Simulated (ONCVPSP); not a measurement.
**P (Z = 15): one change to an ONCV potential, before and after**

* Element: P (Z = 15)
* Generator: ONCVPSP 4.0.1
* Type: optimised norm-conserving Vanderbilt (ONCV)
* Functional: PBEsol
* Relativity: scalar-relativistic
* Frozen core: [Ne]
* Valence charge: 5
* Reference configuration: 3s2 3p2 (charge +1)
* Partial waves: 3s: rc 1.25 bohr, ncon 5, nbas 8, qcut 5.7 1/bohr, 3 projectors, debl 3.6 Ha; 3p: rc 1.95 bohr, ncon 3, nbas 7, qcut 4.8 1/bohr, 2 projectors, debl 0.5 Ha; d scattering state at 0.27 Ha: rc 2.10 bohr, ncon 4, nbas 8, qcut 3.9 1/bohr, 2 projectors, debl 2 Ha
* Local potential: polynomial inside 1.15 bohr (lpopt 5, dvloc0 1 Ha)
* Core correction: Teter function fitted to the true core (icmod 2), fcfact 0.65

In the p channel the program set the typed energies aside and used -0.521, 0.250 Ha. In the d channel the program set the typed energies aside and used 0.050, 2.050 Ha.

Change: s: rc 1.3.

Cutoffs: the cutoffs (Ha) at which the residual kinetic energy of the hardest occupied pseudo-wave falls to 1 and 0.1 mHa per electron; they do not see the model core or the augmentation charge, which bear on the density cutoff. Errors are all-electron minus pseudo energies relative to the spin-unpolarised reference configuration.

Task: Predict the effect on cutoff, ghosts and configuration errors.

Result: The potential gets softer (92 Ha and 109 Ha → 79 Ha and 98 Ha); both files keep a bound ghost (s); the errors of the 4 common tests hardly move. A larger radius leaves more room for a smooth pseudo-wave, so fewer plane waves are needed.

| quantity | base | changed |
| --- | --- | --- |
| cutoff, loose | 92 Ha | 79 Ha |
| cutoff, tight | 109 Ha | 98 Ha |
| loose cutoff by channel | s 92 Ha, p 4.5 Ha | s 79 Ha, p 4.5 Ha |
| bound ghosts | s | s |
| GHOST(+) flags under 300 eV | none | none |
| error for 3s2 3p3, meV [ΔE -9.70 eV] | +1.2 | +1.2 |
| error for 3s2 3p1, meV [ΔE 19.11 eV] | +3.2 | +3.1 |
| error for 3s2 3p0, meV [ΔE 48.82 eV] | +24 | +23 |
| error for 3s2 3p2.5, meV [ΔE -5.94 eV] | +0.6 | +0.6 |
| p: phases at 1.97 bohr within 0.05 rad from the reference energy up to (Ha; the scan ends near 5) | 2.6 | 2.6 |
| d: phases at 2.13 bohr within 0.05 rad from the reference energy up to (Ha; the scan ends near 5) | to the end of the scan | to the end of the scan |
| rms error of d²Exc/dni dnj with the model core, mHa | 0.68 | 0.71 |

 A true bound ghost makes a file unfit for plane-wave use even where its test errors are small: the radial tests pick states by their node count and pass the ghost by.
